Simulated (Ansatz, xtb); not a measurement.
**Two isomers of GeH7NOSi**

We compare X, `N[Si@@H](O)[GeH3]`, a singlet, with Y, `[NH2][GeH2][SiH2]O`, a singlet. Both are isolated molecules in the gas phase, relaxed with B3LYP/def2-SVP; the shapes shown needn't be the lowest conformers.

X (Å):

```yaml
atoms:
  - { symbol: Ge, position_ang: [-1.2948, 1.3059, 1.3501] }
  - { symbol: N, position_ang: [1.0270, -0.8720, 2.4551] }
  - { symbol: O, position_ang: [1.3152, -0.0686, -0.2207] }
  - { symbol: Si, position_ang: [0.9419, 0.4352, 1.3384] }
  - { symbol: H, position_ang: [0.3835, -1.6545, 2.3820] }
  - { symbol: H, position_ang: [1.9280, -1.1769, 2.8126] }
  - { symbol: H, position_ang: [1.9262, 1.4562, 1.8066] }
  - { symbol: H, position_ang: [1.1483, 0.5552, -0.9380] }
  - { symbol: H, position_ang: [-1.5336, 2.2790, 0.1687] }
  - { symbol: H, position_ang: [-2.3294, 0.1641, 1.2034] }
  - { symbol: H, position_ang: [-1.6264, 2.0707, 2.6513] }
```

Y (Å):

```yaml
atoms:
  - { symbol: Ge, position_ang: [-0.2086, -0.7457, -0.1660] }
  - { symbol: N, position_ang: [-1.6908, -1.9135, 0.0394] }
  - { symbol: O, position_ang: [0.3914, -3.7918, -0.5248] }
  - { symbol: Si, position_ang: [1.3191, -2.4607, -0.9037] }
  - { symbol: H, position_ang: [-2.3111, -1.9193, -0.7714] }
  - { symbol: H, position_ang: [-2.2658, -1.7036, 0.8553] }
  - { symbol: H, position_ang: [0.0590, -0.1814, 1.2482] }
  - { symbol: H, position_ang: [-0.5516, 0.4397, -1.1040] }
  - { symbol: H, position_ang: [1.6202, -2.3685, -2.3635] }
  - { symbol: H, position_ang: [2.6149, -2.4510, -0.1659] }
  - { symbol: H, position_ang: [-0.4916, -3.4918, -0.2050] }
```

Estimate which is lower in electronic energy at CCSD(T)/def2-SVP + ΔMP2/def2-TZVPP, and by roughly how much.

The CCSD(T)/def2-SVP + ΔMP2/def2-TZVPP calculation puts structure X lower, by 0.632 eV.

How the difference moves with the method:

```tsv
level	geometry	E(Y) − E(X) (eV)	departure from the last row (eV)	job, with rough time for the two
B3LYP/def2-SVP	B3LYP/def2-SVP	+0.542	−0.090	optimisation, 82 s
HF/def2-SVP	B3LYP/def2-SVP	+0.700	+0.069	part of the CCSD(T) run
MP2/def2-SVP	B3LYP/def2-SVP	+0.548	−0.084	part of the CCSD(T) run
CCSD(T)/def2-SVP	B3LYP/def2-SVP	+0.540	−0.092	single point
CCSD(T)/def2-SVP + ΔMP2/def2-TZVPP	B3LYP/def2-SVP	+0.632		single point, 24 s
```

As drawn, Y has 1 Ge–N, 1 Si–H in place of 1 N–Si, 1 Ge–H.

The levels shown agree on the order. The largest departure from CCSD(T)/def2-SVP + ΔMP2/def2-TZVPP is that of CCSD(T)/def2-SVP, 0.092 eV. A small imaginary or near-zero mode remains, so no thermal terms are given. Levels run at GFN2-xTB geometries aren't shown. The last row adds to CCSD(T) the change of the MP2 difference between the two basis sets, here +0.092 eV.

The correlated steps freeze 16 core orbitals; the filled d shell of Ge is correlated, in a basis made for valence electrons. Codes used: Ansatz 0.2.0, xtb 6.7.1; the last row on 2 threads of Intel(R) Xeon(R) 6975P-C (Granite Rapids) on a shared host.
